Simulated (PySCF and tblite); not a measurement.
Results of a calculation; reference values are marked as such.
5 constitutional isomers of C₄H₇ClSSi:

```json
{"isomer": "A", "SMILES": "[Cl:1][SiH2:2][S:3][CH2:4][CH:5]1[CH:6]=[CH:7]1"}
{"isomer": "B", "SMILES": "[CH:1]#[C:2][C@H:3]([CH3:4])[S:5][SiH2:6][Cl:7]"}
{"isomer": "C", "SMILES": "[CH2:1]=[C:2]([Cl:3])[SiH2:4][C@@H:5]1[CH2:6][S:7]1"}
{"isomer": "D", "SMILES": "[CH3:1][Si:2]([CH3:3])([Cl:4])[CH:5]=[C:6]=[S:7]"}
{"isomer": "E", "SMILES": "[CH3:1][S:2][CH2:3][C:4]#[C:5][SiH2:6][Cl:7]"}
```

Each isomer is a Boltzmann average at 298.15 K over at most 5 conformers: GFN2-xTB geometries, energies PBE0/pcSseg-1 (D3(BJ) added where defined), GFN2-xTB thermal terms. Programs: PySCF with density fitting and tblite.

Rank the isomers by free energy at 298.15 K.


```tsv
isomer	ΔG (kcal/mol)	ΔE, lowest conformer	conformers	largest weight %	rms dipole (D)
D	0.0	0.0	1	100	1.12
B	31.6	32.6	5	55	1.18
E	37.3	39.8	1	100	0.99
A	45.6	46.2	5	49	1.79
C	55.1	56.2	5	39	1.69
```

ΔG is for one enantiomer.

The conformer set may be incomplete (the search or the number kept was capped). The cap on conformers cut off some of the population, so the set may be incomplete. The search found a single conformer for at least one isomer; other rotamers may be missing.
